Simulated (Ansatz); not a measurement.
H4O3SSn, SMILES [OH][Sn]([OH])([OH])[SH].

The structure is a stationary point at PBE0-D3(BJ)/def2-SVP. The def2 effective core potentials stand for the cores of Sn; spin–orbit coupling is left out. The values are those of a single conformer.

Two levels are set side by side: PBE/def2-SVPD (Ansatz, an electronic-structure program) and PBE0/def2-SVPD (Ansatz). Energy differences of separate SCF runs at the same geometry; the states with an electron removed or added have multiplicity 2 and 2. Differences are taken from unrounded values.

| quantity | PBE0 | PBE | PBE minus PBE0 |
|---|---|---|---|
| vertical ionisation energy (eV) | 10.27 | 9.78 | -0.49 |
| vertical electron affinity (eV) | 0.46 | 0.65 | 0.18 |
| vertical singlet–triplet gap (eV) | 4.50 | 4.00 | -0.51 |
